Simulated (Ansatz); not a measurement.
Harmonic frequencies (cm⁻¹) at PBE0-D4/def2-TZVP from Ansatz: 104, 144, 192, 282, 307, 488, 714, 748, 2339.

(1) Which molecule is it?
A. `N#[C][Ga]([F])[F]`
B. `[Cl][Ga]([Cl])[Br]`
C. `C#[C][GaH2]`
D. `[NH2][GaH][Br]`

Results:

(1) A.
